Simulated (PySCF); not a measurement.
Ionisation energy of I⁺ by level of theory

I⁺ [Kr] 4d10 5s2 5p4 (3P) → I²⁺ [Kr] 4d10 5s2 5p3 (4S), as a difference of total energies. Computed with PySCF 2.14 in aug-cc-pVDZ-PP with ECP28MDF (5s4p3d, 32 functions), with a scalar-relativistic core potential. Correlated levels: valence: 4s2 4p6 4d10 frozen. The calculations carry no spin-orbit coupling.

| method | ionisation energy (eV) |
| --- | --- |
| UHF | 17.602 |
| r2SCAN | 18.686 |
| M06-L | 18.488 |
| MP2 (valence) | 17.985 |
| SCS-MP2 (valence) | 17.994 |
| CCSD (valence) | 18.020 |
| CCSD(T) (valence) | 18.031 |

**Question.** How much does correlation contribute at CCSD(T) (valence)?

**Answer.** 18.031 − (17.602) = 0.429 eV, measured against UHF.

Errors of the correlated levels include the incompleteness of this basis and the frozen core.

For comparison: 18.750 eV (measured; NIST levels, between the centres of gravity of the two terms).
